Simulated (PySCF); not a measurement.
Geometry:
| atom | x (Å) | y (Å) | z (Å) |
| --- | --- | --- | --- |
| F1 | -0.208 | 2.886 | 0.251 |
| B2 | -0.030 | 1.580 | 0.080 |
| C3 | -1.281 | 0.642 | -0.020 |
| C4 | -1.092 | -0.688 | -0.173 |
| B5 | 0.360 | -1.276 | -0.242 |
| C6 | 1.601 | -0.319 | -0.174 |
| C7 | 1.426 | 1.012 | -0.017 |
| H8 | -2.295 | 1.061 | 0.038 |
| H9 | -1.964 | -1.351 | -0.240 |
| H10 | 0.523 | -2.472 | -0.342 |
| H11 | 2.619 | -0.724 | -0.243 |
| H12 | 2.290 | 1.688 | 0.042 |

Theoretical values (PySCF 2.14): NMR shieldings at PBE0/pcSseg-1/GIAO, geometry from PBE0-D3(BJ)/def2-SVP. No relativistic terms, one conformer, rapidly exchanging positions averaged, in vacuum.

References, each an isolated molecule treated in the same way: ¹³C, ¹H vs TMS; ¹⁹F vs CFCl3; BF3·OEt2 for ¹¹B.

```tsv
atoms	nucleus	count	δ (ppm)
F1	¹⁹F	1	-38.9
H9/H11	¹H	2	?
H8/H12	¹H	2	6.95
C4/C6	¹³C	2	167.1
C3/C7	¹³C	2	161.5
B2	¹¹B	1	40.0
H10	¹H	1	?
B5	¹¹B	1	61.8
```

Q: Estimate the values marked ?.

A: 
- H9/H11: 7.71 ppm, hydrogen on an alkene CH; attached to an sp2 carbon and in the plane of the double bond
- H10: 6.33 ppm, hydrogen on a boron bonded to 2 C, in a 6-membered ring

Hydrogens on boron are broadened and split by ¹¹B (spin 3/2, 80 %) and 10B (spin 3). A carbon bonded to boron is broadened by the quadrupolar boron nucleus and is often missing from a measured spectrum. Shifts are as computed. Against solution values, carbons near 30 ppm lie about +2 ppm off and those near 130 ppm about +5 ppm. Of 1313 compounds with measured shifts, 239 miss one by over three times the rms of a fit or turn the order of signals round; such compounds aren't used in these exercises. Unscaled 19F shifts against computed CFCl3 carry errors that often reach 10 to 50 ppm.
